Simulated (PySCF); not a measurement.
Trend along group 13: MC molecules

HF with double-zeta basis sets in PySCF, for the lowest determinant that a PBE0 search found; no spin–orbit coupling. De refers to high-spin ground-configuration atoms. A positive dipole means M(−)C(+).

```csv
M,basis,reference,state (unpaired electrons),Re (Å),ωe (cm⁻¹),De (eV),μ (D)
Al,def2-SVPD,UHF,"quartet (σ ↑, π ↑↑)",1.979,650,2.70,-0.90
Ga,def2-SVP,UHF,"quartet (σ ↑, π ↑↑)",2.030,558,2.35,-1.50
In,x2c-SVPall,UHF,"quartet (σ ↑, π ↑↑)",2.237,488,2.05,-2.54
Tl,def2-SVP,UHF,"quartet (σ ↑, π ↑↑)",2.340,430,1.75,-3.67
```

The shortest bond is that of AlC (1.979 Å), the longest that of TlC (2.340 Å). AlC is bound most strongly (2.70 eV) and TlC least (1.75 eV).

The rows differ in basis set, which adds steps of its own.

Down a group the atoms grow and get heavier, so bonds lengthen and wavenumbers fall; this series shows no clear exception.

Spin–orbit coupling is left out, which matters for elements this heavy, above all for dissociation energies. Hartree–Fock leaves out correlation, which carries a large part of most bond energies and some tenths to 1 eV of ionisation energies. States were picked by a PBE0 search and need not be the measured ground states.
